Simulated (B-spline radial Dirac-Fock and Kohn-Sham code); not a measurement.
EELS cross sections of the P K (1s) edge

System: neutral phosphorus, 1s2 2s2 2p6 3s2 3p3. These are calculated numbers from a B-spline atomic structure program; the model is the first Born approximation with generalised oscillator strengths from a Dirac-Hartree-Slater potential (longitudinal and transverse terms; continuum final states only, so no white lines or fine structure). The edge is taken at 2145.5 eV (tabulated value).

The run's input, task.json:

```json
{"items": [{
  "Z": 15,
  "q": 0,
  "cfg": [[1, 0, 2], [2, 0, 2], [2, 1, 6], [3, 0, 2], [3, 1, 3]],
  "A": 31,
  "rrms": 3.1889,
  "do": "eels",
  "beams": [[60, 5], [60, 10], [60, 50], [60, 100], [80, 50], [80, 100], [100, 50], [100, 100], [120, 50], [200, 5], [200, 50], [200, 100], [300, 5], [300, 50]],
  "edges": {"K": 2145.5}
}]}
```

Command: `python xray2_run.py task.json out`

Partial cross sections σ(β, Δ) in barn, integrated over a window Δ above the edge and up to the collection semi-angle β, for parallel illumination:

```tsv
E₀ (kV)	β (mrad)	Δ = 25 eV	Δ = 50 eV	Δ = 100 eV	Δ = 200 eV	Δ = 300 eV
60	5	1.00	1.99	3.82	6.89	9.33
60	10	?	?	?	?	?
60	50	30.6	61.4	119	221	306
60	100	46.3	93.3	182	342	480
80	50	30.0	60.2	117	218	303
80	100	41.8	84.4	165	311	436
100	50	29.1	58.4	114	212	296
100	100	38.4	77.4	152	286	402
120	50	28.1	56.6	110	206	288
200	5	3.38	6.76	13.0	23.6	32.1
200	50	25.5	51.3	100	188	264
200	100	29.4	59.3	116	220	310
300	5	5.00	10.0	19.3	35.2	48.2
300	50	23.7	47.9	93.8	176	248
```

Problem. Give the row for 60 kV and 10 mrad.

Solution. 3.67 b for 25 eV, 7.32 b for 50 eV, 14.0 b for 100 eV, 25.4 b for 200 eV, 34.5 b for 300 eV.
